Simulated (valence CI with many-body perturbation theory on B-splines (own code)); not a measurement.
Energy levels of Sn45+

Level of theory: valence CI with perturbative core correlation (CI+MBPT): three valence electrons over a frozen Dirac-Fock core [He], radial functions for each j: 9 s, 9 p, 8 d, 6 f, 3 g, 1 h, with the one-electron correlation potential Σ1, the two-electron term Σ2, the three-electron term Σ3, Breit, model QED; selected CI, second order for the rest, scaled by the run's own slope (own B-spline code, finite nucleus).

The last digits are not significant, and no measured levels were compared; by estimate large intervals hold to a few tenths of a per cent, small ones and those within an open d or f shell to about a per cent.

Levels 1 to 45 of 48, with energies above the lowest level, (2s^2 2p1/2) J=1/2. "Leading %" is the weight of the configuration and term that name the level; weights of strongly mixed levels are sums over their largest components and can fall short. In the jj column 3d3/2^4 stands for four electrons in 3d with j = 3/2. Lifetimes count E1, E2, E3, M1 and M2 decay at the calculated energies, and are blank where another channel may lead or the interval is too uncertain; long ones can be off by a factor of two.

```csv
No.,Configuration,Term,J,E (eV),Leading %,Lifetime,g,Leading jj
1,2s²2p,²P°,1/2,0.0,100,,0.645,2s^2 2p1/2 (100 %)
2,2s2p²,⁴P,1/2,145.3,62,141 ps,2.226,2s 2p1/2^2 (97 %)
3,2s²2p,²P°,3/2,255.7,98,5.34 ns,1.318,2s^2 2p3/2 (98 %)
4,2s2p²,⁴P,3/2,357.5,93,558 ps,1.665,2s 2p1/2 2p3/2 (99 %)
5,2s2p²,²D,5/2,386.6,54,298 ps,1.367,2s 2p1/2 2p3/2 (98 %)
6,2s2p²,²D,3/2,432.6,68,2.59 ps,0.956,2s 2p1/2 2p3/2 (99 %)
7,2s2p²,²P,1/2,434.2,72,1.93 ps,1.195,2s 2p1/2 2p3/2 (96 %)
8,2p³,²P°,3/2,590.1,44,2.91 ps,1.376,2p1/2^2 2p3/2 (98 %)
9,2s2p²,⁴P,5/2,631.5,54,11.9 ps,1.400,2s 2p3/2^2 (98 %)
10,2s2p²,²S,1/2,698.7,70,2.34 ps,1.863,2s 2p3/2^2 (98 %)
11,2s2p²,²P,3/2,699.9,67,1.39 ps,1.198,2s 2p3/2^2 (98 %)
12,2p³,⁴S°,3/2,817.5,54,1.58 ps,1.432,2p1/2 2p3/2^2 (99 %)
13,2p³,²D°,5/2,836.0,100,1.87 ps,1.183,2p1/2 2p3/2^2 (100 %)
14,2p³,²P°,1/2,871.1,100,1.33 ps,0.645,2p1/2 2p3/2^2 (100 %)
15,2p³,²P°,3/2,1103.8,55,1.07 ps,1.281,2p3/2^3 (99 %)
16,2s²3s,²S,1/2,4363.3,97,20.9 fs,1.994,2s^2 3s (97 %)
17,2s²3p,²P°,1/2,4414.3,95,479 fs,0.670,2s^2 3p1/2 (95 %)
18,2s2p3s,⁴P°,1/2,4463.0,87,23.0 fs,2.402,2s 2p1/2 3s (98 %)
19,2s2p3s,⁴P°,3/2,4474.4,45,29.2 fs,1.500,2s 2p1/2 3s (71 %)
20,2s²3p,²P°,3/2,4496.3,69,53.2 fs,1.410,2s^2 3p3/2 (69 %)
21,2s2p3s,²P°,1/2,4497.9,94,30.4 fs,0.743,2s 2p1/2 3s (97 %)
22,2s2p3p,⁴D,1/2,4506.2,72,29.4 fs,0.258,2s 2p1/2 3p1/2 (100 %)
23,2s2p3p,⁴D,3/2,4521.4,34,4.08 fs,1.048,2s 2p1/2 3p1/2 (75 %)
24,2s²3d,²D,3/2,4532.9,74,6.18 fs,0.887,2s^2 3d3/2 (74 %)
25,2s2p3p,⁴P,1/2,4548.6,52,23.2 fs,2.026,2s 2p1/2 3p1/2 (98 %)
26,2s²3d,²D,5/2,4551.5,97,3.18 fs,1.195,2s^2 3d5/2 (97 %)
27,2s2p3p,⁴P,3/2,4589.6,30,25.1 fs,1.410,2s 2p1/2 3p3/2 (100 %)
28,2s2p3p,²P,1/2,4603.4,38,8.35 fs,1.329,2s 2p1/2 3p3/2 (84 %)
29,2s2p3p,⁴D,5/2,4608.8,51,185 fs,1.346,2s 2p1/2 3p3/2 (96 %)
30,2s2p3p,²D,3/2,4611.9,47,10.9 fs,1.244,2s 2p1/2 3p3/2 (98 %)
31,2s2p3d,⁴F°,3/2,4619.5,74,13.4 fs,0.550,2s 2p1/2 3d3/2 (99 %)
32,2s2p3d,⁴F°,5/2,4637.1,60,12.5 fs,1.045,2s 2p1/2 3d3/2 (84 %)
33,2s2p3d,⁴D°,1/2,4649.0,56,1.92 fs,0.407,2s 2p1/2 3d3/2 (90 %)
34,2s2p3d,⁴P°,5/2,4650.5,40,3.32 fs,1.343,2s 2p1/2 3d5/2 (90 %)
35,2s2p3d,⁴D°,3/2,4651.0,35,2.53 fs,1.248,2s 2p1/2 3d3/2 (89 %)
36,2p²3s,⁴P,1/2,4658.0,45,22.0 fs,1.960,2p1/2^2 3s (84 %)
37,2s2p3d,⁴F°,7/2,4666.6,44,3.57 fs,1.248,2s 2p1/2 3d5/2 (98 %)
38,2s2p3d,²D°,3/2,4676.9,45,3.51 fs,1.047,2s 2p1/2 3d5/2 (87 %)
39,2s2p3d,²F°,5/2,4677.1,58,3.51 fs,1.043,2s 2p1/2 3d5/2 (93 %)
40,2p²3p,⁴D°,1/2,4693.6,38,32.9 fs,0.642,2p1/2^2 3p1/2 (89 %)
41,2s2p3s,⁴P°,5/2,4718.8,99,35.7 fs,1.583,2s 2p3/2 3s (99 %)
42,2s2p3s,²P°,3/2,4735.2,79,18.4 fs,1.395,2s 2p3/2 3s (99 %)
43,2p²3p,²P°,3/2,4773.9,30,11.7 fs,1.332,2p1/2^2 3p3/2 (91 %)
44,2s2p3p,⁴P,3/2,4774.6,48,32.3 fs,1.633,2s 2p3/2 3p1/2 (99 %)
45,2s2p3p,²D,5/2,4777.3,42,13.7 fs,1.338,2s 2p3/2 3p1/2 (99 %)
```

The ionisation energy to 2s² ¹S0 of the next ion comes out as 7785.7 eV (NIST: 7790 ± 4 eV (theoretical)). All 48 levels together are meant to be complete up to 4804.3 eV.
